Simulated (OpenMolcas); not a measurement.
# Co5+, Rh5+, Ir5+: d⁴ down the group

* Program: OpenMolcas
* Method: CASSCF
* Basis: ANO-RCC-VTZP
* Scalar Hamiltonian: DKH2, point nucleus
* Spin-orbit coupling: state interaction with AMFI integrals over the reference wave functions, term energies averaged over their components

Active space for each ion: 4 electrons in 5 orbitals (d).

Computed levels in cm-1 above ⁵D₀:

| Level | Co5+ | Rh5+ | Ir5+ |
| --- | --- | --- | --- |
| ⁵D₁ | 218 | 634 | 5283 |
| ⁵D₂ | 636 | 1691 | 9991 |
| ⁵D₃ | 1232 | 3006 | 13724 |
| ⁵D₄ | 1977 | 4484 | 16259 |
| ³H₄ | 30836 | 22271 | 25832 |
| ³H₅ | 31307 | 23737 | 32186 |
| ³H₆ | 31813 | 24913 | 34924 |
| ³P₀(1) | 32654 | 21830 | 24308 |
| ³P₁(1) | 33951 | 24987 | 33127 |
| weight of ⁵D in the lowest level (%) | 100 | 97 | 66 |

Mixed levels, with the weight of the term that names them: Ir5+ ⁵D₀ (66 %), Ir5+ ⁵D₄ (69 %), Ir5+ ³H₄ (58 %), Ir5+ ³H₆ (74 %), Ir5+ ³P₀(1) (53 %).

Measured, with the error of the calculation in %. Measured levels: Co5+ from Sugar and Corliss, J. Phys. Chem. Ref. Data 10, 1097 (1981).

| Level | Co5+ |
| --- | --- |
| ⁵D₁ | 204 (+6.7) |
| ⁵D₂ | 589 (+8.1) |
| ⁵D₃ | 1125 (+9.5) |
| ⁵D₄ | 1782 (+11.0) |
| ³H₄ | 28377 (+8.7) |
| ³H₅ | 28806 (+8.7) |
| ³H₆ | 29234 (+8.8) |
| ³P₀(1) | 27166 (+20.2) |
| ³P₁(1) | 28462 (+19.3) |

The fine-structure level ⁵D₄ changes by a factor of 8.22 from Co5+ to Ir5+.

Without spin-orbit coupling ³H lies 30218, 21230, 19427 cm-1 above ⁵D in that order; the difference to the level ³H₄, of either sign, comes from spin-orbit coupling, which also lowers the zero.

Without dynamic correlation excited terms often stand tens of per cent too high (terms of higher spin than the ground term too low), and those without a measured partner can miss by more than the paired ones. Terms from blocks run as CI alone lack orbitals of their own. Computed and measured levels are paired by configuration, term and J; levels that our copy of the source lacks, or whose pairing is in doubt (as where it misses far off the trend of its configuration), stay unpaired and out of the deviations. Levels of configurations outside the active space are missing.

A number in round brackets counts repeated terms of one configuration in the order of the reference energies.
